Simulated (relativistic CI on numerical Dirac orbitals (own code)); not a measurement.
## One change at a time: Ni¹³⁺

Base calculation: Dirac-Coulomb-Breit CI, separate exchange-only KLI orbitals for each configuration, model QED (radiative potential, 1s self-energy scaled to tabulated hydrogen-like ionisation energies), unscaled Slater integrals.

Configurations in the expansion (outside the closed core [Ne]): 3s²3p³, 3s3p⁴, 3s²3p²3d, 3p⁵, 3s3p³3d, 3p⁴3d, 3s3p²3d², 3s²3p²4s, 3s²3p3d4p, 3p⁴4s, 3s²3p²4p, 3p⁴4p, 3s3p²3d4s, 3s²3p3d², 3s²3d³, 3s3p3d³, 3s²3d²4s, 3s²3d²4p, 3p³3d², 3p²3d³, 3p²3d²4s, 3p²3d²4p, 3s²3p3d4s, 3s3p3d²4s, 3s²3d4s², 3s²3d4s4p. Double excitations out of closed p, d and f shells are left out; levels of such configurations are missing from the list, as are those of other unlisted configurations, and high levels can miss mixing partners.

The lowest level and the first level of each name with at least 55 % of one term (blank where a level has no safe partner in the second run):

```
         Level  Base (cm⁻¹)  Shift (cm⁻¹)
 3s²3p³ ⁴S°3/2            0             0
 3s²3p³ ²D°3/2        49451            +5
 3s²3p³ ²D°5/2        57238            +3
 3s²3p³ ²P°1/2        89189           +23
 3s²3p³ ²P°3/2       100451           +23
   3s3p⁴ ⁴P5/2       315739         +1130
   3s3p⁴ ⁴P3/2       330104         +1129
   3s3p⁴ ⁴P1/2       336079         +1129
   3s3p⁴ ²D3/2       394808         +1112
   3s3p⁴ ²D5/2       398337         +1114
3s²3p²3d ⁴F3/2       490554          +926
3s²3p²3d ⁴F5/2       496234          +926
3s²3p²3d ⁴F7/2       504754          +926
3s²3p²3d ²F5/2       510970          +930
```

At this charge energies of transitions that change n are usually good to better than 1 %, and those within a shell (Δn = 0) to a few per cent.

(1) One thing was changed in a second run, which moved the levels as shown. Which?
A. configuration mixing switched off
B. Breit term removed
C. P86 correlation estimate
D. QED terms removed
E. one mean potential for all configurations

Answers

(1) C. P86 correlation estimate. A correlation estimate moves all levels of a configuration together before mixing; mixed levels move by a weighted share.

LS names give the leading component of a level, which can be under half, so a name can repeat, a term be missing and a line seem to break the LS rules.
